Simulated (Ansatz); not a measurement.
C₃H₆OZn (`[CH3][Zn][CH2]C=O`), relaxed with RKS PBE-D4/def2-SVP in Ansatz from a rough embedded geometry. The force threshold is 0.03 eV/Å; the program also tests the step.

The species carries charge 0 and has multiplicity 1.

Start:

```xyz
11

C    -0.762   -1.569   -0.707
Zn    0.455   -1.210    0.402
C     0.605    0.487    0.824
C     0.542    1.795    0.087
O    -0.497    2.006   -0.576
H    -1.795   -1.066   -0.519
H    -0.396   -1.134   -1.669
H    -0.968   -2.622   -0.843
H     1.604    0.393    1.322
H    -0.141    0.519    1.697
H     1.352    2.401   -0.018
```

(1) By how much does the energy fall, and how many steps does the optimiser take? (An estimate is asked.)

(2) Which bonds change most? (Best estimate.)

(3) Give the relaxed structure. (An estimate is asked.)

Results:

(1) The calculation gave: 80.55 kcal/mol, in 16 steps, 1 of them rejected.

(2) Computed: C1–Zn2 from 1.685 to 1.942 Å; Zn2–C3 from 1.756 to 1.978 Å; C4–H11 from 1.017 to 1.139 Å; C1–H6 from 1.165 to 1.109 Å.

(3) Ansatz gave: 
```xyz
11

C    -0.981   -1.986   -1.058
Zn   -0.155   -0.590    0.010
C     0.673    0.818    1.126
C     0.712    2.072    0.337
O    -0.149    2.938    0.320
H    -2.087   -1.918   -1.008
H    -0.682   -1.898   -2.123
H    -0.683   -2.993   -0.701
H     1.688    0.460    1.397
H     0.028    0.926    2.023
H     1.636    2.171   -0.321
```
